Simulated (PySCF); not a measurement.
EPR parameters of C3H3F4O

Species: C3H3F4O (doublet state).
Structure used (PBE0-D3(BJ)/def2-SVP), in Å, numbered top down from 1:
```
atom  x, y, z in Å
C1    -1.8712    0.2787    0.1670
O2    -0.6051   -0.2694    0.4943
C3     0.4506    0.2525   -0.1099
F4     0.3619    0.3647   -1.4400
C5     1.7604   -0.3280    0.3495
F6     2.7690    0.2964   -0.2481
F7     1.8662   -1.6322    0.0654
F8     1.8849   -0.1891    1.6644
H9    -2.0910    0.1505   -0.9030
H10   -1.9051    1.3495    0.4240
H11   -2.6097   -0.2683    0.7638
```

The hyperfine couplings belong to this conformer and change with its torsions.

As a line formula: `CO[C](F)C(F)(F)F` [radical].

Method: UKS B3LYP, IGLO-III on C F O, pcH-1 on H, non-relativistic, mean-field spin-orbit, GIAO (PySCF). One conformer (not necessarily the lowest) at the PBE0-D3(BJ)/def2-SVP geometry, without solvent, vibrations or thermal averaging. The SCF solution wasn't tested for stability.

```json
{
 "g1, g2, g3": "2.00203, 2.00384, 2.00466",
 "g_iso": "2.00351",
 "Form of g": "rhombic: the two nearest values differ by 31 % of g3 − g1",
 "⟨S²⟩": "0.7526 (exact 0.7500)",
 "α and β electrons": "33, 32",
 "Basis functions": "310"
}
```

Hyperfine couplings atom by atom, in MHz; T1 to T3 are the principal values of the dipolar part:

| atom | isotope | a_iso | T1 | T2 | T3 | Mulliken spin population |
| --- | --- | --- | --- | --- | --- | --- |
| C1 | 13C | 15.8 | -2.4 | -1.4 | 3.7 | -0.03 |
| O2 | 17O | -12.6 | -55.6 | 26.7 | 28.8 | 0.09 |
| C3 | 13C | 329.8 | -71.1 | -68.4 | 139.6 | 0.84 |
| F4 | 19F | 269.0 | -210.5 | -189.1 | 399.5 | 0.04 |
| C5 | 13C | 20.2 | -5.1 | -4.7 | 9.8 | 0.01 |
| F6 | 19F | 8.0 | -10.6 | -10.1 | 20.7 | 0.00 |
| F7 | 19F | 94.0 | -59.9 | -57.1 | 117.0 | 0.02 |
| F8 | 19F | 0.2 | -10.8 | -9.0 | 19.7 | 0.00 |
| H9 | 1H | 7.9 | -3.8 | -3.0 | 6.8 | 0.00 |
| H10 | 1H | 12.2 | -4.7 | -3.6 | 8.3 | 0.02 |
| H11 | 1H | -2.0 | -3.2 | -2.6 | 5.8 | 0.00 |

The largest Mulliken spin populations are on C3 (+0.84) and O2 (+0.09). No atom but C3 exceeds +0.15. The angles at C3 add up to 342.7°, so it is pyramidal.

Under fast tumbling the dipolar parts average out, and these isotropic splittings remain: 1 × 19F (F4, I = 1/2, 2 lines) with 9.59 mT, 3 × 19F (F6/F7/F8, I = 1/2, 4 lines) with 1.21 mT and 3 × 1H (H9/H10/H11, I = 1/2, 4 lines) with 0.22 mT.

Means are taken over nuclei equivalent by connectivity, which assumes that they swap fast. The three 19F nuclei of mean +34.1 MHz run from 0.2 to 94.0 MHz in the frozen geometry. The three 1H nuclei of mean +6.0 MHz run from -2.0 to 12.2 MHz in the frozen geometry.

The 17O coupling of O2 (-12.6 MHz) shows only in satellite lines or after enrichment, since that isotope makes up about 0.038 % of natural oxygen.

The 13C coupling of C3 (329.8 MHz) shows only in satellite lines or after enrichment, since that isotope makes up about 1.07 % of natural carbon.

The run took 92 s of wall time on Arm Neoverse V1, one thread, shared host.
